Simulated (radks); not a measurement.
Spherical quantum dot in the effective-mass picture: electrons in a parabolic well V = omega^2 r^2 / 2 with omega = 0.245, all in effective atomic units (hartree* = m*/eps^2 hartree, bohr* = eps/m* bohr), one dielectric constant everywhere. Method: non-relativistic Kohn-Sham, LDA (Slater exchange, Perdew-Wang correlation), spin-polarised, spherical densities; computed with a radial shooting solver with Libxc functionals. Levels are named by radial order and angular momentum (1s, 1p, 1d, 2s, ...), and open shells are averaged over m. Results are scaled to m* = 0.286 and eps = 11.2, for which hartree* = 62.04 meV and bohr* = 2.072 nm.

N = 4, configuration 1s2 1p(up 2, down 0). This is the lowest configuration that the search found. Occupied and some empty levels:

level,occupation,eigenvalue (meV),<r> (nm)
1s up,1,80.314,6.059
1s down,1,82.696,6.022
1p up,2,89.703,7.455
1p down,0,92.179,7.522
1d up,0,100.66,8.539
1d down,0,102.93,8.650
2s up,0,103.79,7.622
2s down,0,105.35,7.701
1f up,0,112.64,9.472
1f down,0,114.61,9.598

Energy (meV): total 220.380, kinetic 42.380, external 88.941, Hartree 136.49, exchange-correlation -47.435.
